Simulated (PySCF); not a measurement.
**Polarisability and C₆ of Au (gold, neutral)**

[Xe] 4f14 5d10 6s1, 2S determinant. Calculation: PySCF 2.14, in aug-cc-pVTZ-PP with ECP60MDF (6s6p5d3f2g, 88 functions); a scalar-relativistic core potential. Coupled (time-dependent) response in atomic units; α is the mean over directions.

| method | mean α (bohr³) | C₆ (like pair) | S(−4) |
| --- | --- | --- | --- |
| UHF | 49.88 | 437.7 | 1674 |
| PBE | 35.27 | 322.8 | 559.0 |
| PBE0 | 36.69 | 331.9 | 648.7 |
| TPSSh | 36.60 | 336.4 | 614.4 |

S(−4) is the Cauchy moment in α(ω) = α(0) + S(−4) ω² + …

Reference α: 36 ± 3 bohr³ (recommended; Schwerdtfeger and Nagle, table of static dipole polarizabilities (2023 update)). Published C₆: 427.0 (Gould and Bucko (2016)).

Hartree-Fock lies above the reference because it lacks correlation, which contracts the outer shell.

α(iu) at PBE0:

| u (hartree) | α(iu) (bohr³) |
| --- | --- |
| 0 | 36.69 |
| 0.0500 | 35.17 |
| 0.100 | 31.54 |
| 0.200 | 23.65 |
| 0.300 | 18.09 |
| 0.500 | 12.05 |
| 0.750 | 8.366 |
| 1.00 | 6.255 |
| 1.50 | 3.926 |
| 2.00 | 2.704 |
| 3.00 | 1.506 |
| 5.00 | 0.6542 |

Energies and moments cover only the electrons outside the core potential. Spin-orbit coupling, which splits the p, d and f shells strongly at this Z, is absent.
